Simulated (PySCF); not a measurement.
**C₆ coefficients of unlike pairs at UHF**

Calculated with PySCF 2.14 from the dipole response of each species, C₆(A,B) = (3/π) ∫ α_A(iu) α_B(iu) du, in atomic units, from isotropic polarisabilities. For ions this is the dispersion term alone; charge-induced terms of lower order in 1/R come first.

```json
{"species": "Fe", "configuration": "[Ar] 3d6 4s2 (5D)", "basis": "aug-cc-pVDZ (7s6p4d2f)", "relativity": "none", "α (bohr³)": "85.50", "C₆ (like pair)": "817.7"}
{"species": "Re", "configuration": "[Xe] 4f14 5d5 6s2 (6S)", "basis": "aug-cc-pVTZ-PP with one added diffuse shell each of s, p, d, f, g type with ECP60MDF (7s7p6d4f3g)", "relativity": "core potential", "α (bohr³)": "95.81", "C₆ (like pair)": "1121"}
{"species": "In⁺", "configuration": "[Kr] 4d10 5s2 (1S)", "basis": "x2c-TZVPPall with one added diffuse shell each of s, p, d, f type (9s7p5d3f)", "relativity": "spin-free X2C", "α (bohr³)": "29.33", "C₆ (like pair)": "208.2"}
{"species": "Rb⁺", "configuration": "[Kr] (1S)", "basis": "x2c-TZVPPall with one added diffuse shell each of s, p, d, f type (9s7p7d3f1g)", "relativity": "spin-free X2C", "α (bohr³)": "8.773", "C₆ (like pair)": "52.12"}
```

Q: Estimate C₆ for Rb⁺ with Fe.

A: The integral gives 156.3. The combination rule 2 C_A C_B / (C_A α_B/α_A + C_B α_A/α_B) gives 144.0 and the geometric mean 206.4.

No spin-orbit coupling is included.

The other pairs:

```csv
pair,C₆
"Rb⁺, In⁺",96.08
"Re, Fe",951.8
"In⁺, Fe",388.8
"In⁺, Re",468.4
"Rb⁺, Re",198.0
```
